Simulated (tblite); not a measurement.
Record of a relaxation.

Compound: C₆H₅SSe (doublet state).
Atom-mapped SMILES: `[CH2:1]=[C:2]1[Se:3][CH:4][C:5](=[S:6])[C:7]1=[CH2:8]` (hydrogens: H9, H10 on C1; H11 on C4; H12, H13 on C8)
Bond orders are those of one Lewis drawing.

Computed with GFN2-xTB (tblite), gas phase: L-BFGS steps from a force-field or distance-geometry start until the largest atomic force falls under 0.01 eV/Å. 13 of its 72 geometries are shown.

Step 0: E = -588.8911 eV, largest atomic force 2.256 eV/Å
```
atom  x, y, z in Å  |  force x, y, z in eV/Å
C1      1.838   -1.154    0.137   -1.161  -0.378   0.040
C2      0.525   -0.846    0.130    0.390  -0.678   0.199
Se3    -0.939   -2.112    0.270   -0.349  -0.327  -0.384
C4     -2.282   -0.684   -0.079    2.253   0.120   0.010
C5     -1.493    0.445    0.474   -1.762   0.522  -0.110
S6     -2.210    1.579    1.448    0.484  -0.437  -0.539
C7     -0.118    0.451    0.043    1.509   1.191   0.182
C8      0.562    1.530   -0.391   -0.255  -0.403   0.252
H9      2.123   -2.212    0.216    0.082   0.813  -0.016
H10     2.583   -0.370    0.066   -0.069  -0.401   0.006
H11    -2.306   -0.560   -1.173   -0.833  -0.275   0.422
H12     0.115    2.496   -0.478   -0.163   0.226   0.063
H13     1.597    1.439   -0.681   -0.128   0.026  -0.126
```

Step 6: E = -589.5804 eV, largest atomic force 1.107 eV/Å
```
atom  x, y, z in Å  |  force x, y, z in eV/Å
C1      1.762   -1.179    0.150    0.629  -0.299   0.153
C2      0.482   -0.859    0.208    0.485  -0.114   0.076
Se3    -0.915   -2.201    0.150    0.160   0.637  -0.367
C4     -1.980   -0.691   -0.172   -0.545   0.553  -0.081
C5     -1.463    0.521    0.410   -0.963  -0.447   0.312
S6     -2.204    1.635    1.396   -0.094  -0.262  -0.769
C7     -0.054    0.505    0.163    0.908  -0.009  -0.269
C8      0.578    1.560   -0.362    0.174  -0.029   0.172
H9      2.154   -2.180    0.220   -0.282  -0.147  -0.039
H10     2.537   -0.443    0.067    0.048   0.332   0.034
H11    -2.580   -0.658   -1.075   -0.604  -0.183   0.670
H12     0.091    2.521   -0.453    0.083  -0.161   0.115
H13     1.588    1.468   -0.721    0.000   0.127  -0.010
```

Step 12: E = -590.2390 eV, largest atomic force 0.966 eV/Å
```
atom  x, y, z in Å  |  force x, y, z in eV/Å
C1      1.853   -1.218    0.203   -0.098   0.157  -0.044
C2      0.577   -0.865    0.256   -0.255   0.135  -0.453
Se3    -0.854   -2.100   -0.069   -0.033  -0.374  -0.256
C4     -1.970   -0.631   -0.281   -0.589  -0.080   0.155
C5     -1.452    0.484    0.371    0.366   0.073  -0.387
S6     -2.281    1.681    1.171   -0.270   0.147  -0.281
C7      0.030    0.490    0.217   -0.304   0.029  -0.233
C8      0.631    1.566   -0.297   -0.054  -0.060  -0.052
H9      2.142   -2.254    0.215    0.248   0.085  -0.060
H10     2.560   -0.417    0.098    0.442  -0.234   0.332
H11    -2.948   -0.770   -0.767    0.461   0.196   0.826
H12     0.095    2.498   -0.391    0.047  -0.065   0.135
H13     1.613    1.537   -0.744    0.039  -0.011   0.319
```

Step 18: E = -590.7683 eV, largest atomic force 0.719 eV/Å
```
atom  x, y, z in Å  |  force x, y, z in eV/Å
C1      1.887   -1.202    0.191   -0.102  -0.070  -0.087
C2      0.604   -0.872    0.059   -0.346   0.346  -0.210
Se3    -0.839   -2.112   -0.353   -0.155   0.250   0.106
C4     -2.052   -0.674   -0.156    0.371  -0.598   0.147
C5     -1.465    0.489    0.238    0.640  -0.209  -0.031
S6     -2.411    1.754    0.817    0.146   0.321  -0.071
C7      0.013    0.475    0.078   -0.257   0.048  -0.022
C8      0.663    1.581   -0.271   -0.068   0.037   0.002
H9      2.208   -2.222    0.173   -0.061  -0.404  -0.102
H10     2.711   -0.515    0.307   -0.356   0.274   0.156
H11    -3.120   -0.777   -0.217   -0.021  -0.306  -0.021
H12     0.111    2.503   -0.287    0.134   0.223  -0.005
H13     1.686    1.573   -0.596    0.075   0.087   0.138
```

Step 24: E = -590.9512 eV, largest atomic force 0.281 eV/Å
```
atom  x, y, z in Å  |  force x, y, z in eV/Å
C1      1.844   -1.220    0.152   -0.059   0.041   0.037
C2      0.588   -0.845   -0.085   -0.128  -0.144   0.161
Se3    -0.835   -2.123   -0.415    0.042  -0.031   0.026
C4     -2.032   -0.761   -0.017   -0.067   0.070  -0.114
C5     -1.445    0.458    0.194   -0.017   0.069  -0.019
S6     -2.345    1.816    0.631   -0.061   0.115  -0.017
C7      0.004    0.499   -0.009    0.043  -0.073  -0.151
C8      0.672    1.626   -0.262    0.069  -0.050   0.115
H9      2.163   -2.253    0.111   -0.100   0.175  -0.053
H10     2.590   -0.494    0.436   -0.015  -0.034  -0.095
H11    -3.105   -0.898   -0.023    0.226  -0.147   0.079
H12     0.173    2.581   -0.251   -0.010  -0.036   0.060
H13     1.723    1.614   -0.481    0.077   0.045  -0.031
```

Step 30: E = -590.9739 eV, largest atomic force 0.086 eV/Å
```
atom  x, y, z in Å  |  force x, y, z in eV/Å
C1      1.827   -1.212    0.156    0.010  -0.002  -0.036
C2      0.569   -0.852   -0.080    0.057   0.010  -0.027
Se3    -0.837   -2.127   -0.420    0.030  -0.042   0.062
C4     -2.025   -0.759   -0.023   -0.033   0.052   0.000
C5     -1.449    0.470    0.169   -0.052   0.009  -0.032
S6     -2.347    1.842    0.586    0.000  -0.040  -0.048
C7      0.001    0.498   -0.033    0.048   0.014   0.041
C8      0.692    1.621   -0.242   -0.012   0.012  -0.018
H9      2.142   -2.241    0.092   -0.006   0.032   0.025
H10     2.577   -0.488    0.431   -0.040  -0.021  -0.073
H11    -3.082   -0.952    0.033    0.010   0.017   0.005
H12     0.184    2.571   -0.223    0.006   0.016   0.046
H13     1.744    1.630   -0.466   -0.019  -0.055   0.055
```

Step 36: E = -590.9834 eV, largest atomic force 0.117 eV/Å
```
atom  x, y, z in Å  |  force x, y, z in eV/Å
C1      1.825   -1.206    0.127    0.012   0.002   0.014
C2      0.565   -0.849   -0.096    0.021   0.037   0.051
Se3    -0.832   -2.139   -0.365   -0.086  -0.055  -0.001
C4     -2.026   -0.757   -0.029    0.042  -0.056   0.080
C5     -1.455    0.476    0.135   -0.035  -0.017   0.025
S6     -2.366    1.848    0.521    0.014  -0.008  -0.049
C7     -0.002    0.500   -0.045   -0.051   0.032  -0.063
C8      0.696    1.623   -0.225    0.016  -0.035   0.110
H9      2.136   -2.235    0.096    0.021  -0.048  -0.024
H10     2.576   -0.478    0.375    0.068   0.057  -0.053
H11    -3.075   -0.963    0.072   -0.089   0.027  -0.060
H12     0.199    2.578   -0.171    0.073  -0.026  -0.033
H13     1.755    1.602   -0.412   -0.006   0.090   0.002
```

Step 41: E = -590.9970 eV, largest atomic force 0.128 eV/Å
```
atom  x, y, z in Å  |  force x, y, z in eV/Å
C1      1.834   -1.195    0.091   -0.043   0.000  -0.016
C2      0.562   -0.850   -0.092   -0.086  -0.046   0.018
Se3    -0.843   -2.166   -0.272    0.067   0.085   0.016
C4     -2.035   -0.770   -0.012   -0.024   0.001   0.048
C5     -1.469    0.472    0.099    0.047  -0.019   0.010
S6     -2.393    1.851    0.424    0.001   0.030  -0.052
C7     -0.014    0.499   -0.064    0.021  -0.047   0.117
C8      0.705    1.618   -0.167    0.028   0.027  -0.087
H9      2.136   -2.230    0.098    0.045   0.055  -0.031
H10     2.599   -0.452    0.255   -0.019  -0.074  -0.032
H11    -3.091   -0.956    0.077   -0.024  -0.024  -0.041
H12     0.240    2.587   -0.115   -0.077  -0.010   0.006
H13     1.765    1.592   -0.339    0.065   0.024   0.043
```

Step 47: E = -591.0082 eV, largest atomic force 0.141 eV/Å
```
atom  x, y, z in Å  |  force x, y, z in eV/Å
C1      1.835   -1.192    0.046    0.019  -0.036   0.000
C2      0.550   -0.859   -0.058    0.122   0.065   0.026
Se3    -0.845   -2.170   -0.157   -0.012  -0.124   0.001
C4     -2.043   -0.771    0.006   -0.028   0.098   0.017
C5     -1.472    0.474    0.086   -0.118   0.016  -0.004
S6     -2.411    1.865    0.313    0.046  -0.007  -0.046
C7     -0.014    0.494   -0.034    0.044   0.037  -0.007
C8      0.714    1.612   -0.131   -0.021  -0.021   0.083
H9      2.152   -2.221    0.081    0.006   0.017  -0.071
H10     2.606   -0.442    0.111   -0.011  -0.047   0.029
H11    -3.105   -0.959    0.040    0.065   0.040   0.017
H12     0.245    2.580   -0.068   -0.034  -0.051  -0.052
H13     1.784    1.591   -0.254   -0.079   0.013   0.008
```

Step 53: E = -591.0200 eV, largest atomic force 0.152 eV/Å
```
atom  x, y, z in Å  |  force x, y, z in eV/Å
C1      1.845   -1.201    0.002   -0.008   0.021  -0.004
C2      0.558   -0.863   -0.035   -0.030  -0.030   0.037
Se3    -0.848   -2.179   -0.076   -0.028   0.081   0.045
C4     -2.047   -0.765    0.047    0.011  -0.115  -0.064
C5     -1.479    0.479    0.062    0.152   0.007   0.010
S6     -2.405    1.893    0.146   -0.020  -0.006   0.005
C7     -0.013    0.488   -0.010   -0.035  -0.050  -0.019
C8      0.708    1.610   -0.065   -0.017   0.036  -0.053
H9      2.172   -2.227    0.005   -0.052  -0.027  -0.031
H10     2.619   -0.455    0.035    0.024   0.023   0.011
H11    -3.106   -0.952    0.071   -0.010   0.015   0.017
H12     0.215    2.567   -0.049   -0.007   0.030   0.018
H13     1.779    1.605   -0.150    0.020   0.016   0.030
```

Step 59: E = -591.0237 eV, largest atomic force 0.036 eV/Å
```
atom  x, y, z in Å  |  force x, y, z in eV/Å
C1      1.845   -1.200   -0.035   -0.010  -0.016   0.001
C2      0.558   -0.864   -0.009   -0.019  -0.008  -0.014
Se3    -0.847   -2.181    0.024    0.017   0.016   0.007
C4     -2.046   -0.768    0.051    0.013   0.004   0.008
C5     -1.475    0.476    0.036    0.002   0.005  -0.020
S6     -2.405    1.890    0.042   -0.023  -0.007   0.013
C7     -0.012    0.486   -0.001   -0.007   0.008   0.002
C8      0.707    1.611   -0.029    0.005   0.011   0.007
H9      2.164   -2.227   -0.037    0.000  -0.036  -0.001
H10     2.620   -0.454   -0.055    0.017   0.002   0.003
H11    -3.107   -0.947    0.075    0.000  -0.003  -0.001
H12     0.212    2.567   -0.013   -0.007   0.005  -0.014
H13     1.781    1.610   -0.067    0.011   0.018   0.011
```

Step 65: E = -591.0244 eV, largest atomic force 0.021 eV/Å
```
atom  x, y, z in Å  |  force x, y, z in eV/Å
C1      1.845   -1.205   -0.034   -0.003   0.005  -0.001
C2      0.559   -0.863   -0.011    0.016   0.007   0.001
Se3    -0.845   -2.179    0.026    0.000  -0.008  -0.006
C4     -2.043   -0.767    0.051   -0.011   0.001  -0.003
C5     -1.473    0.478    0.032   -0.007  -0.002   0.002
S6     -2.414    1.885    0.049    0.012   0.000   0.000
C7     -0.009    0.489   -0.005    0.001   0.002   0.004
C8      0.708    1.616   -0.031   -0.004   0.004   0.007
H9      2.158   -2.236   -0.041   -0.009   0.009   0.008
H10     2.624   -0.462   -0.047    0.001  -0.019  -0.009
H11    -3.104   -0.945    0.076    0.008  -0.006   0.002
H12     0.208    2.570   -0.021    0.000   0.003  -0.007
H13     1.782    1.620   -0.061   -0.003   0.003   0.001
```

Step 71: E = -591.0246 eV, largest atomic force 0.007 eV/Å
```
atom  x, y, z in Å  |  force x, y, z in eV/Å
C1      1.845   -1.206   -0.037    0.002  -0.002   0.004
C2      0.560   -0.861   -0.009   -0.001   0.001   0.003
Se3    -0.843   -2.179    0.031    0.005   0.003  -0.002
C4     -2.043   -0.768    0.050    0.006  -0.002   0.004
C5     -1.474    0.478    0.031    0.001   0.001  -0.002
S6     -2.413    1.885    0.044   -0.002   0.004   0.001
C7     -0.009    0.491   -0.002    0.000  -0.001  -0.006
C8      0.707    1.618   -0.027   -0.002  -0.002  -0.004
H9      2.153   -2.238   -0.040   -0.002  -0.003   0.000
H10     2.629   -0.468   -0.058    0.001   0.002  -0.003
H11    -3.104   -0.948    0.075   -0.002   0.002  -0.001
H12     0.206    2.572   -0.024   -0.002  -0.002   0.005
H13     1.781    1.625   -0.053   -0.003  -0.002   0.001
```

Q: Summarise the path.

A: The energy falls by 49.20 kcal/mol from step 0 to step 71; nine tenths of that is first reached at step 19. It falls at every step. The largest force goes from 2.256 to 0.007 eV/Å. Among the bonds Se3–C4 changes most, from 1.991 to 1.852 Å; the atoms move by 0.668 Å rms after alignment.

The cost below is that of the whole relaxation. Time: 0.47 s. Hardware: Arm Neoverse V2, one thread, no GPU, shared host with 96 logical CPUs at a one-minute load of 34.
